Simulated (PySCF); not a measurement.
Delta-SCF ions had no search for a lower state. Excitations are Tamm–Dancoff values on a coarser integration grid. The basis has no diffuse functions, so Rydberg states are missing or too high.

C₂H₈S₃Si, SMILES `CC[Si](S)(S)S` (charge 0, multiplicity 1)

Calculation: PySCF 2.14.0 with PBE0-D4/def2-TZVP // PBE0-D4/def2-SVP.

The HOMO is -7.35 eV. The dipole moment comes out as 1.70 D, the HOMO–LUMO gap is 7.24 eV and the LUMO is -0.11 eV. The S1 excitation (TDA) is 5.81 eV, the S1 oscillator strength is 0.006 and the T1 excitation (TDA) comes out as 5.33 eV. The S1–T1 gap (TDA) comes out as 0.48 eV. The vertical ionisation energy (Delta-SCF) is 9.15 eV and the total energy is -42576.72 eV. The cost comes out as roughly 4 core-minutes.

```xyz
14

C      1.9494     0.2112    -0.2406
C      0.6265    -0.3242    -0.7800
Si    -0.8481     0.0050     0.3295
S     -1.1570     2.0866     0.7521
S     -2.6774    -0.6570    -0.5836
S     -0.4110    -0.9479     2.1988
H      2.7727     0.0297    -0.9484
H      1.8916     1.2957    -0.0603
H      2.2212    -0.2651     0.7141
H      0.3854     0.1242    -1.7594
H      0.6770    -1.4149    -0.9490
H     -1.6378     2.3735    -0.4799
H     -2.1833    -1.8644    -0.9425
H     -1.6091    -0.6523     2.7493
```
